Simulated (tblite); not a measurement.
Species: CH5GeO2 (doublet state).
Numbering: `[O:1][CH2:2][O:3][GeH3:4]` (hydrogens: H5, H6 on C2; H7, H8, H9 on Ge4)

Computed with GFN2-xTB (tblite), gas phase: L-BFGS steps from a force-field or distance-geometry start until the largest atomic force falls under 0.01 eV/Å.

Step 23: E = -399.4896 eV
```
atom  x, y, z in Å  |  force x, y, z in eV/Å
O1      0.9609    1.0338    0.8660    0.011  -0.270  -0.104
C2      1.3169    0.0847    0.0789    0.014  -0.140  -0.094
O3      0.3297   -0.5146   -0.6746   -0.068   0.132   0.172
Ge4    -1.3453   -0.0911   -0.1462   -0.013   0.254   0.018
H5      2.1565    0.3354   -0.6304   -0.102   0.243   0.004
H6      1.8508   -0.7427    0.6360   -0.050   0.024   0.122
H7     -1.6260    1.3817   -0.0611    0.174  -0.113  -0.092
H8     -2.0626   -0.7370   -1.2781   -0.049  -0.103  -0.012
H9     -1.5672   -0.7441    1.1845    0.082  -0.028  -0.013
```

Step 24: E = -399.5011 eV
```
atom  x, y, z in Å  |  force x, y, z in eV/Å
O1      0.9478    1.0081    0.8897   -0.020  -0.231  -0.108
C2      1.3100    0.0806    0.0807    0.138  -0.120  -0.075
O3      0.3255   -0.5244   -0.6699    0.040   0.066   0.175
Ge4    -1.3398   -0.0912   -0.1516   -0.166   0.265   0.116
H5      2.1355    0.3626   -0.6348   -0.122   0.253  -0.010
H6      1.8850   -0.7336    0.6185   -0.126  -0.022   0.091
H7     -1.5814    1.3932   -0.0734    0.138  -0.192  -0.117
H8     -2.0695   -0.7563   -1.2692   -0.013  -0.035  -0.002
H9     -1.5996   -0.7328    1.1851    0.131   0.016  -0.070
```

Step 25: E = -399.5114 eV
```
atom  x, y, z in Å  |  force x, y, z in eV/Å
O1      0.9367    0.9808    0.9095   -0.045  -0.123  -0.041
C2      1.3064    0.0743    0.0810    0.192  -0.080  -0.037
O3      0.3213   -0.5335   -0.6614    0.106  -0.041   0.107
Ge4    -1.3383   -0.0869   -0.1543   -0.240   0.158   0.148
H5      2.1140    0.3917   -0.6401   -0.122   0.228  -0.024
H6      1.9149   -0.7252    0.6049   -0.169  -0.069   0.038
H7     -1.5403    1.4007   -0.0867    0.088  -0.167  -0.125
H8     -2.0746   -0.7733   -1.2618    0.031   0.042   0.027
H9     -1.6266   -0.7225    1.1839    0.160   0.053  -0.094
```

Problem. Estimate the geometry and energy of step 26. (The exact step hangs on the optimiser's Hessian estimate; all steps are aligned on step 25, rigid shifts and turns removed.)

Solution. E = -399.5212 eV, largest force 0.233 eV/Å
```
atom  x, y, z in Å  |  force x, y, z in eV/Å
O1      0.9263    0.9517    0.9273   -0.058   0.000   0.054
C2      1.3069    0.0666    0.0805    0.148  -0.018   0.003
O3      0.3196   -0.5453   -0.6507    0.103  -0.134   0.018
Ge4    -1.3411   -0.0807   -0.1539   -0.195  -0.031   0.123
H5      2.0909    0.4264   -0.6456   -0.108   0.168  -0.028
H6      1.9414   -0.7190    0.5919   -0.164  -0.107  -0.018
H7     -1.5003    1.4041   -0.1026    0.034  -0.062  -0.121
H8     -2.0783   -0.7870   -1.2547    0.066   0.108   0.055
H9     -1.6519   -0.7108    1.1827    0.174   0.077  -0.086
```

The energy changes by -0.0098 eV. The first-order estimate −F·Δx gives -0.0138 eV and the mean of the old and new forces, exact on a quadratic surface, -0.0098 eV. The step makes an angle of 75° with the force vector and moves no atom by more than 0.043 Å.

What follows is the cost of the whole relaxation. Time: 0.11 s. Hardware: AMD EPYC 9R45, one thread, on a shared host.
